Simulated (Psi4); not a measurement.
Pair of molecules, SMILES Cl with SMILES C=CC (the first has 2 atoms); geometry from B3LYP-D3(BJ)/def2-TZVP, rigid monomers moved along the line of their centres of mass till H2···C3 is 2.64 Å.
(charge 0, multiplicity 1):
```xyz
11

Cl     0.241     0.211     0.538
H      0.549     0.091     1.793
C      1.101    -0.535     4.299
C      0.192     0.425     4.453
C     -1.287     0.218     4.455
H      0.813    -1.573     4.174
H      2.162    -0.319     4.309
H      0.533     1.449     4.581
H     -1.759     0.792     3.653
H     -1.546    -0.833     4.323
H     -1.725     0.568     5.394
```

The numbers are results of SAPT0/jun-cc-pV(D+d)Z (Psi4), not measurements.

Q: Which attractive term is largest, and how does the interaction split up?

A: electrostatics -15.1, exchange 14.4, induction -6.0, dispersion -6.8, total -13.5 kJ/mol; the largest attraction is electrostatics.
